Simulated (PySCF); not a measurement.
H$_{4}$PSi (SMILES [SiH3][PH]), doublet, geometry from GFN2-xTB. Base run: PySCF with MP2/def2-SVP.

The PySCF input:
```python
from pyscf import gto, scf, mp

mol = gto.Mole()
mol.atom = '''
    Si   -0.97872011   -0.33820566    0.07300160
    P     1.08651768    0.46699887   -0.09994921
    H    -1.19912428   -0.90647755    1.40533045
    H    -1.89321088    0.77756588   -0.15450586
    H    -1.20661833   -1.38753052   -0.92378867
    H     1.70326986   -0.75366158    0.15017985
'''
mol.basis = 'def2-svp'
mol.spin = 1
mol.verbose = 3
mol.build()

mf = scf.UHF(mol)
mf.kernel()

pt = mp.MP2(mf)
pt.kernel()
print('E(MP2) = %.10f' % pt.e_tot)
mf.analyze()
```

Variants of this job, named by their change:

```json
[
 {"change": "base", "ΔE vs base (kcal/mol)": "0.000", "MP2 correlation (Eh)": "-0.22100", "basis functions": "56", "core-seconds (rough)": "1"},
 {"change": "frozen = 11", "ΔE vs base (kcal/mol)": "37.20", "MP2 correlation (Eh)": "-0.16171", "basis functions": "56", "core-seconds (rough)": "1"},
 {"change": "cart = on", "ΔE vs base (kcal/mol)": "-12.72", "MP2 correlation (Eh)": "-0.23279", "basis functions": "58", "core-seconds (rough)": "1"},
 {"change": "density fitting = JK and correlation", "ΔE vs base (kcal/mol)": "0.245", "MP2 correlation (Eh)": "-0.22062", "basis functions": "56", "core-seconds (rough)": "0.8"},
 {"change": "frozen = 9", "ΔE vs base (kcal/mol)": "10.78", "MP2 correlation (Eh)": "-0.20381", "basis functions": "56", "core-seconds (rough)": "0.8"},
 {"change": "method = ccsd", "ΔE vs base (kcal/mol)": "-27.01", "MP2 correlation (Eh)": "-0.22100", "basis functions": "56", "core-seconds (rough)": "20"},
 {"change": "frozen = 10", "ΔE vs base (kcal/mol)": "11.56", "MP2 correlation (Eh)": "-0.20258", "basis functions": "56", "core-seconds (rough)": "1"},
 {"change": "method = cisd", "ΔE vs base (kcal/mol)": "-12.35", "MP2 correlation (Eh)": "-", "basis functions": "56", "core-seconds (rough)": "7"},
 {"change": "method = ccsd(t)", "ΔE vs base (kcal/mol)": "-31.21", "MP2 correlation (Eh)": "-0.22100", "basis functions": "56", "core-seconds (rough)": "30"}
]
```

Open shells are given as the SCF converged; they aren't shown to be the lowest states, and a large step between rows can be another state.
